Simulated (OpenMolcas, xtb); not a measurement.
# How methods differ on GaSiH3F2 (SMILES [F][Ga]([F])[SiH3])

GaSiH3F2: 7 atoms, total charge 0, spin state singlet. SMILES: `[F][Ga]([F])[SiH3]`. Geometry: relaxed at PBE0-D4/def2-TZVP.

Quantity: the HOMO–LUMO gap, in eV. The values are calculated.

```json
{"level": "GFN1-xTB", "kind": "semi-empirical", "program": "xtb", "value (eV)": "4.43", "CPU time": "under 2 s"}
{"level": "HF/6-31G* (spherical functions)", "kind": "Hartree–Fock", "program": "OpenMolcas", "value (eV)": "13.03", "CPU time": "13 s"}
{"level": "SVWN5/6-31G* (spherical functions)", "kind": "LDA", "program": "OpenMolcas", "value (eV)": "5.28", "CPU time": "23 s"}
{"level": "revPBE/6-31G* (spherical functions)", "kind": "GGA", "program": "OpenMolcas", "value (eV)": "5.37", "CPU time": "31 s"}
{"level": "TPSS/6-31G* (spherical functions)", "kind": "meta-GGA", "program": "OpenMolcas", "value (eV)": "5.57", "CPU time": "37 s"}
{"level": "r2SCAN/6-31G* (spherical functions)", "kind": "meta-GGA", "program": "OpenMolcas", "value (eV)": "5.84", "CPU time": "33 s"}
{"level": "BHLYP/6-31G* (spherical functions)", "kind": "global hybrid", "program": "OpenMolcas", "value (eV)": "9.32", "CPU time": "27 s"}
{"level": "PBE0/6-31G* (spherical functions)", "kind": "global hybrid", "program": "OpenMolcas", "value (eV)": "7.42", "CPU time": "26 s"}
{"level": "B2PLYP/6-31G* (spherical functions)", "kind": "double hybrid", "program": "OpenMolcas", "value (eV)": "9.52", "CPU time": "17 s"}
```

All-electron rows without a relativistic Hamiltonian named are non-relativistic. The values span 4.43 to 13.03 eV. Orbital gaps aren't excitation energies, and those of double hybrids come from the SCF part alone; they tend to grow with the share of exact exchange. CPU times are rough (shared hosts, several kinds of processor and program).
